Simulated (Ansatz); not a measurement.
trans-NiCl2(PH3)2 (NiP₂H₆Cl₂) was relaxed with PBE-D4 (def2-SVP) in Ansatz in these states: charge +1 quartet, neutral singlet, neutral triplet. The geometries follow in no particular order.

A:

Cartesian coordinates in Å:
```
Ni 0.0122 -0.0186 0.1126
Cl 1.1361 1.8462 0.1727
P 1.8231 -1.1039 -0.3420
H 2.1164 -1.2326 -1.7379
H 1.9420 -2.4809 0.0224
H 3.0885 -0.5994 0.0917
Cl -1.1279 -1.8633 -0.0835
P -1.8150 1.0931 0.4126
H -2.9689 0.4442 0.9522
H -2.4073 1.6167 -0.7815
H -1.7992 2.2984 1.1807
```

B:

```xyz
11

Ni   -0.238   -0.403    0.761
Cl   -0.204    0.767    2.525
P    -1.754    0.675   -0.605
H    -3.080    0.611   -0.087
H    -1.932    0.185   -1.932
H    -1.590    2.075   -0.823
Cl   -0.788   -2.444    0.643
P     1.942   -0.357    0.006
H     2.235   -0.983   -1.242
H     2.829   -1.036    0.891
H     2.580    0.910   -0.138
```

C:

```xyz
11

Ni    0.000   -0.005    0.004
Cl    1.822   -1.216   -0.340
P     1.092    1.389    1.454
H     1.397    0.688    2.662
H     0.492    2.545    2.053
H     2.397    1.930    1.213
Cl   -1.796   -0.068    1.296
P    -1.100   -1.009   -1.736
H    -2.424   -0.655   -2.153
H    -1.359   -2.379   -1.422
H    -0.522   -1.219   -3.031
```

**Question.** Judge from the bond lengths which geometry belongs to which state (an estimate).

**Answer.** A is the neutral singlet (Ni1–P3 2.160 Å, Ni1–P8 2.160 Å, Ni1–Cl2 2.178 Å); B is the charge +1 quartet (Ni1–P3 2.307 Å, Ni1–P8 2.307 Å, Ni1–Cl2 2.118 Å); C is the neutral triplet (Ni1–P3 2.290 Å, Ni1–P8 2.290 Å, Ni1–Cl2 2.214 Å).

The restricted singlet is unstable towards broken spin symmetry in Hartree–Fock (as tested in another run); at PBE-D4/def2-SVP this wasn't settled. At PBE0-D4/def2-TZVP a singlet lies 0.29 eV below the neutral triplet. The name describes the triplet; other states may take another shape.
